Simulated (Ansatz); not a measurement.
Basis-set extrapolation for Cl2FH3OSSi2, SMILES `O[SiH2]S[Si](F)(Cl)Cl` (PBE0-D4/def2-TZVP geometry, frozen core, Ansatz 0.2.0). Multiplicity 1, RHF reference.

|  | def2-TZVPP | def2-QZVPP |
| --- | --- | --- |
| HF | -2070.882860 | -2070.946252 |
| MP2 correlation | -1.272644 | -1.392772 |
| CCSD(T) correlation | -1.385190 | not run |

Energies in hartree. Use E(X) = E(∞) + A·exp(−7.88·√X) for Hartree–Fock and E(X) = E(∞) + B·X^(−2.97) for correlation, with X = 3 and 4, and add CCSD(T) minus MP2 of the smaller set to the MP2 limit.

Question: What is the CCSD(T) energy at the basis-set limit?

Answer: HF limit: -2070.946252 + (-0.063392) × 0.13774 = -2070.95498. MP2 limit: -1.392772 + (-0.120128) × 0.74074 = -1.48176. Higher-order term: -1.385190 − (-1.272644) = -0.11255. Total: -2072.54929 hartree, 176.5 kcal/mol below CCSD(T)/def2-TZVPP.
